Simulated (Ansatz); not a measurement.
TiSi4. Charge 0, multiplicity 1. Geometry relaxed at r2SCAN-D4/def2-SVP.

```csv
atom,x (Å),y (Å),z (Å)
Ti1,0.414,-1.088,-1.516
Si2,-1.126,0.517,-0.697
Si3,1.267,0.631,-0.126
Si4,-0.133,-1.175,0.788
Si5,-0.422,1.115,1.551
```

The relaxation made no stability test and no search for a lower SCF solution. The structure comes from a short search, and lower isomers may exist.

Q: Estimate the harmonic wavenumbers at RKS r2SCAN-D4/def2-SVP (Ansatz, unscaled). Is this a minimum?

A: 205, 205, 327, 328, 329, 364, 364, 461, 478 cm⁻¹. Yes, no mode is imaginary beyond noise. Zero-point energy 18.3 kJ/mol. Hardware: 4 threads of Arm Neoverse V2 on a shared host. Wall time 63 s.
